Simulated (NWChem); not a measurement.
# C$_{2}$H$_{8}$OSi; SMILES C[SiH](C)O

```xyz
12

Si     0.0730     0.3624     0.0000
C     -0.8394    -0.2045    -1.5392
C     -0.8394    -0.2045     1.5392
O      1.6593    -0.1764     0.0000
H      0.1939     1.8491     0.0000
H     -0.9473    -1.3012    -1.5670
H     -0.3056     0.1073    -2.4504
H     -1.8522     0.2289    -1.5749
H     -0.3056     0.1073     2.4504
H     -0.9473    -1.3012     1.5670
H     -1.8522     0.2289     1.5749
H      1.7934    -1.1279     0.0000
```
Atoms are numbered in this order, from 1.

Computed with NWChem. Medium grid unless said otherwise, to which SCAN and Minnesota functionals are sensitive. Geometry: optimised at PBE0/def2-SVP.

Problem. Among these, which level gives the highest value of “orbital gap (eV)”?
A) PW6B95/def2-TZVP
B) r2SCAN/def2-TZVP
C) LDA (Slater exchange, VWN5)/def2-TZVP
D) B3LYP/def2-TZVP

Solution. A, PW6B95/def2-TZVP. Values: LDA (Slater exchange, VWN5)/def2-TZVP 6.55; r2SCAN/def2-TZVP 7.57; B3LYP/def2-TZVP 8.32; PW6B95/def2-TZVP 8.93
